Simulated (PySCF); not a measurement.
Vertical excitations of a molecule C4H9N from TDA-PBE0/def2-SVPD (PySCF), as energy in eV (oscillator strength): 5.23 (0.046), 5.96 (0.009), 6.10 (0.063), 6.41 (0.365), 6.79 (0.015), 7.04 (0.014), 7.27 (0.033), 7.59 (0.040), 7.82 (0.030), 8.02 (0.045). Lowest triplet (TDA): 3.91 eV. The structure is a stationary point at B3LYP-D3(BJ)/def2-SVP. The values are those of a single conformer.

Question: Identify the compound among the candidates.
A. C=C[C@H](C)N
B. C=CCCN
C. C=CN(C)C
D. CC/C=N\C

Answer: C, C=CN(C)C
